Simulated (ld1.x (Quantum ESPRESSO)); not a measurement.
**What one change does to a pseudopotential (lead, TM semilocal)**

```json
{
  "Element": "Pb",
  "Generator": "ld1.x (Quantum ESPRESSO) 7.5",
  "Type": "norm-conserving Troullier–Martins (semilocal form)",
  "Functional": "PBE",
  "Relativity": "scalar-relativistic",
  "Frozen core": "[Xe] 4f14",
  "Valence charge": "14",
  "Reference configuration": "5d10 6s2 6p2",
  "Partial waves": "6p (bound): rc 2.70 bohr; 5d (bound): rc 1.90 bohr; 6s (bound): rc 1.60 bohr",
  "Local potential": "the s channel",
  "Core correction": "a·sin(br)/r model core, default radius (core density twice the valence density)"
}
```

Change: functional LDA (PZ).

Cutoffs: the cutoffs (Ry, on a coarse ladder) from which the occupation-weighted sum of valence levels, in a spherical-Bessel basis at the reference potential, stays within 10 and 1 mRy of its value at 400 Ry; they do not see the model core or the augmentation charge, which bear on the density cutoff. Errors are all-electron minus pseudo energies relative to the spin-unpolarised reference configuration.

Q: How do hardness, ghosts and transferability respond?

A: The potential gets neither clearly harder nor softer (55 Ry and 100 Ry → 55 Ry and 100 Ry); the number of tests with a reliable result goes from 7 to 9; of the 7 tests that both files solve, the error grows in 0 and shrinks in 4 by more than 15 % and 0.3 meV (median size 14.7 → 10.7 meV); neither file shows a bound ghost. A semilocal file is local in each channel, so a ghost entry of none says nothing of the separable form that plane-wave codes build from it.

```tsv
quantity	base	changed
cutoff, loose	55 Ry	55 Ry
cutoff, tight	100 Ry	100 Ry
bound ghosts	none	none
error for 5d10 6s2 6p1, meV [ΔE 6.58 → 6.83 eV]	-3.5	-3.3
error for 5d10 6s2 6p0, meV [ΔE 20.02 → 20.59 eV]	-19	-16
error for 5d10 6s1 6p0, meV [ΔE 52.43 → 53.47 eV]	-36	-28
error for 5d10 6s0 6p4, meV [ΔE 17.83 → 18.03 eV]	-15	-11
error for 5d10 6s1 6p3, meV [ΔE 8.74 → 8.82 eV]	-4.0	-2.8
error for 5d9 6s2 6p3, meV [ΔE 19.33 → 19.23 eV]	-96	-87
error for 5d10 6s2 6p1.5, meV [ΔE 2.49 → 2.61 eV]	-1.0	-1.0
s: phases at 2.97 bohr within 0.05 rad from the reference energy up to (Ry; the scan ends near 5)	1.1	1.1
p: phases at 2.97 bohr within 0.05 rad from the reference energy up to (Ry; the scan ends near 5)	2.5	2.5
d: phases at 2.97 bohr within 0.05 rad from the reference energy up to (Ry; the scan ends near 5)	to the end of the scan	to the end of the scan
```
